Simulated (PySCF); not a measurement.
Where the electron goes

SnClH3.
Structure used (PBE0-D3(BJ)/def2-SVP), in Å, numbered top down from 1:
```xyz
5
ClH3Sn angstrom
Sn     0.0147   -0.0202   -0.1970
Cl     0.0138   -0.0514    2.1616
H      1.6531   -0.0396   -0.6768
H     -0.7778    1.4204   -0.6590
H     -0.8289   -1.4196   -0.6909
```

The calculation used PySCF, TDDFT wB97X-D/def2-SVPD, vertical, gas phase, core orbitals frozen in the response, def2 core potentials past Kr. Spin–orbit coupling is left out.

Frontier orbitals with the atoms that hold most of them (Löwdin shares over 4%, at most four atoms; ? is withheld):

| orbital | ε (eV) | atoms |
| --- | --- | --- |
| LUMO+2 | 2.21 | Sn1 59%, H5 14%, H4 10%, H3 10% |
| LUMO+1 | 1.20 | Sn1 56%, H5 12%, H4 12%, H3 12% |
| LUMO | 0.52 | ? |
| HOMO | -10.53 | Cl2 73%, Sn1 12%, H4 7%, H3 7% |
| HOMO-1 | -10.53 | Cl2 73%, Sn1 12%, H5 10% |
| HOMO-2 | -11.98 | Cl2 67%, Sn1 22%, H5 4% |
| HOMO-3 | -12.04 | Sn1 36%, Cl2 23%, H4 20%, H3 19% |

**Question.** Which atoms hold the LUMO, and with what shares?

**Answer.** Sn1 (bonded to Cl and 3 H) 45%; Cl2 (bonded to Sn) 26%; H4 (bonded to Sn) 10%; H3 (bonded to Sn) 10%. By element: tin 45%, chlorine 26%, hydrogen 20% or more.

Within 0.005 eV of a neighbour in this list lie HOMO-1/HOMO (point group found: C3v); within a degenerate set the shares of single atoms can hang on how the components are chosen.

**Question.** How does S1 compare with the orbital gap of 11.05 eV?

**Answer.** S1 is at 6.36 eV (f = 0.020), 4.69 eV below the gap, made of HOMO-1/HOMO→LUMO (≥89%). S1/S2 lie within about 0.01 eV of each other. 

Next come S2 at 6.36 eV (f 0.020), HOMO-1/HOMO→LUMO (≥89%); S3 at 7.68 eV (f 0.017), HOMO-1/HOMO→LUMO+1 (≥74%), HOMO-3→LUMO (16%); S4 at 7.69 eV (f 0.017), HOMO-1/HOMO→LUMO+1 (≥75%), HOMO-4→LUMO (15%); S5 at 7.91 eV (f 0.011), HOMO-3→LUMO (74%), HOMO-1/HOMO→LUMO+1 (≥18%).

Orbitals of the list HOMO-3 to LUMO+2 that lie within 0.01 eV of each other are written together with a slash and their weights summed (≥ marks a lower bound); for degenerate orbitals outside that list single weights are arbitrary.

Löwdin shares depend on the basis, the more so with diffuse functions.

Time: 8.5 s of wall time (with the writing of density and orbital grids); peak memory 0.35 GiB. Hardware: Arm Neoverse V1, one thread, shared host.
